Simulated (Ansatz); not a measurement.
# B2FH4OSi: structure from calculated spectroscopic constants

These gas-phase data were calculated for one isomer of B2FH4OSi at B3LYP-D3(BJ)/def2-SVP (harmonic, unscaled wavenumbers; equilibrium rotational constants with average atomic masses):

| Property | Result |
| --- | --- |
| rotational constants | 7.507, 2.532, 1.967 GHz |
| all wavenumbers above 1500 cm⁻¹ | 2690, 2670, 2579, 2269 |

Candidates:

(1) `B[SiH]OBF`, a doublet
(2) `FBOB[SiH2]`, a doublet
(3) `BOB(F)[SiH2]`, a doublet

Question: Which candidate do the data belong to?

Answer: Candidate (1). 3 modes lie between 2350 and 2900 cm⁻¹, one for each B–H bond, while (2) has 2, (3) has 2.

The same quantities for all candidates:

|  | rotational constants (GHz) | wavenumbers above 1500 cm⁻¹ | E above the lowest, B3LYP-D3(BJ)/def2-SVP (kcal/mol) |
| --- | --- | --- | --- |
| (1) | 7.507, 2.532, 1.967 | 2690, 2670, 2579, 2269 | 7.4 |
| (2) | 13.62, 1.483, 1.407 | 2656, 2586, 2262, 2235, 1568 | 0.0 |
| (3) | 5.573, 2.621, 1.816 | 2654, 2555, 2249, 2225, 1571 | 2.9 |

Each candidate is one conformer. Open shells are spin-unrestricted. Programs: Ansatz 0.2.0.
